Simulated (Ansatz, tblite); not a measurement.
Forces on Be13O13, a nanocrystal cut from zinc blende BeO (bare) at its PBE-D4/def2-SVP geometry. Charge 0, multiplicity 1.

The xTB rows come from tblite. B3LYP takes the VWN-RPA correlation. Single mean-field runs in def2-TZVP are fitted with def2-universal-jkfit.

GFN2-xTB (tblite), largest force 1.44 eV/Å:

```xyz
26
positions Å, forces eV/Å
O    -1.108    0.265   -1.682   -0.257   -0.211    0.248
O     0.438    2.434   -1.501    0.566   -1.236    0.148
O    -2.180    2.566   -0.664    1.044   -0.949    0.295
O    -1.676    0.487    1.040   -0.144   -0.255   -0.294
O    -0.116    2.650    1.154    0.538   -1.225    0.283
O     1.417    0.054   -2.521   -0.290    0.842    1.038
O    -0.246   -2.132   -2.678    0.282    0.901    1.089
O    -0.689   -1.911    0.012   -0.339    0.220   -0.089
O     1.826   -2.069   -0.869   -0.269    0.733    1.123
O     1.448    0.483    0.263   -0.066   -0.023   -0.012
O     0.300    0.490    2.835    0.174    0.661   -1.185
O     1.262   -1.848    1.832    0.223    0.541   -1.236
O    -1.359   -1.698    2.655    0.720    0.730   -1.013
Be   -1.225    1.855   -1.537   -0.108    0.048    0.677
Be   -0.191   -0.658   -2.614    0.125   -0.518    0.435
Be    1.125    1.465   -2.337   -0.422   -0.263    0.209
Be   -1.372   -0.458   -0.249    0.786    0.261    0.143
Be    0.718    1.942   -0.009   -0.787    0.292   -0.188
Be   -1.674    2.030    0.615    0.171   -0.061   -0.663
Be   -1.235   -0.251    2.391    0.270   -0.575   -0.263
Be    0.150    1.845    2.334   -0.312   -0.306   -0.316
Be    1.717   -0.487   -1.050   -0.461   -0.498   -0.528
Be    0.140   -2.379   -1.275   -0.081    0.554   -0.399
Be   -0.455   -2.146    1.578   -0.215    0.606    0.243
Be    1.843   -2.270    0.569   -0.502    0.157   -0.118
Be    1.142   -0.262    1.707   -0.648   -0.425    0.372
```

r2SCAN-D4/def2-TZVP (Ansatz), largest force 0.81 eV/Å:

```
O -0.105 -0.044 0.005
O 0.123 -0.465 0.109
O 0.602 -0.516 0.168
O -0.096 -0.048 -0.040
O 0.142 -0.472 0.022
O -0.162 0.229 0.406
O 0.180 0.507 0.607
O -0.113 -0.010 -0.023
O -0.176 0.297 0.352
O -0.006 -0.003 -0.001
O 0.020 0.157 -0.468
O -0.012 0.233 -0.435
O 0.423 0.413 -0.556
Be 0.020 -0.162 0.545
Be 0.060 -0.257 0.504
Be -0.212 -0.230 0.332
Be 0.384 0.127 0.070
Be -0.301 -0.155 -0.050
Be 0.229 -0.244 -0.460
Be 0.247 -0.330 -0.392
Be -0.070 -0.285 -0.349
Be -0.333 -0.077 -0.017
Be -0.094 0.548 -0.122
Be -0.117 0.557 -0.012
Be -0.317 0.315 -0.092
Be -0.315 -0.084 -0.105
```

B3LYP-D4/def2-TZVP (Ansatz), largest force 0.99 eV/Å:

```
O -0.026 -0.049 0.090
O 0.196 -0.698 0.100
O 0.735 -0.632 0.205
O 0.010 -0.063 -0.084
O 0.197 -0.698 0.095
O -0.251 0.389 0.566
O 0.219 0.619 0.742
O -0.053 0.090 -0.018
O -0.252 0.393 0.563
O -0.116 -0.040 -0.021
O 0.007 0.288 -0.672
O 0.005 0.292 -0.670
O 0.516 0.504 -0.680
Be -0.100 -0.156 0.504
Be -0.038 -0.306 0.440
Be -0.200 -0.221 0.324
Be 0.322 0.106 0.059
Be -0.203 -0.086 -0.035
Be 0.103 -0.235 -0.472
Be 0.130 -0.372 -0.365
Be -0.062 -0.275 -0.339
Be -0.214 -0.059 -0.025
Be -0.188 0.474 -0.168
Be -0.224 0.488 0.004
Be -0.302 0.309 -0.088
Be -0.208 -0.061 -0.053
```
